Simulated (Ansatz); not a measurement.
Reaction (ligand exchange at the In–Se bond): `[F][InH][SeH]` + HI → `[F][InH][I]` + H₂Se

Gas-phase electronic energies from Ansatz, PBE0-D4/def2-TZVP geometries. CBS: MP2 limit from def2 TZ/QZ plus the TZ coupled-cluster correction, frozen cores. DFT in def2-TZVPP. HSE06 is defined as in plane-wave codes. Elements past krypton have def2 core potentials. For I, In, Se outer-core shells are correlated without core-valence functions, which leaves a few kJ/mol of doubt a bond. Scalar relativity is left out up to krypton. One conformer a species, not always the lowest.

`[F][InH][SeH]`:

Cartesian coordinates in Å:
```
F -1.001 0.677 -1.470
In -0.615 -0.427 0.095
Se 1.648 0.141 0.934
H -1.818 -1.520 0.586
H 1.787 1.130 -0.145
```

HI:

```xyz
2

I    -0.087   -0.583    0.549
H     0.087    0.583   -0.549
```

`[F][InH][I]`:

Z-matrix (Å, degrees):
```
In
F 1 1.945
I 1 2.630 2 110.8
H 1 1.696 2 118.7 3 180.0
```

H₂Se:

Cartesian coordinates in Å:
```
Se -0.240 0.623 0.151
H -0.794 -0.734 0.216
H 1.033 0.111 -0.367
```

```tsv
level	ΔE (kJ/mol)
LDA (SPW92)	-23.8
HSE06-D4	-30.3
CAM-B3LYP-D4	-30.1
r2SCAN	-29.9
r2SCAN0	-32.0
MP2/def2-SVP	-36.3
HF/def2-TZVPP	-41.3
SCS-MP2/def2-TZVPP	-30.6
```

Task: What does CCSD(T)/CBS give? (Estimate.)

Result: Computed: -32.5 kJ/mol. The listed levels differ from it by 8.7, 2.2, 2.4, 2.6, 0.5, -3.8, -8.8, 1.9 kJ/mol.

Largest T1 diagnostic among the species: 0.014.

In def2-TZVPP, CCSD(T) changes the Hartree–Fock value by +13.7 kJ/mol (the triples alone add +1.2 kJ/mol) and MP2 by +10.9 kJ/mol. From BLYP to BHLYP (50 % exact exchange), in def2-TZVPP and without D4, ΔE moves by −6.2 kJ/mol.
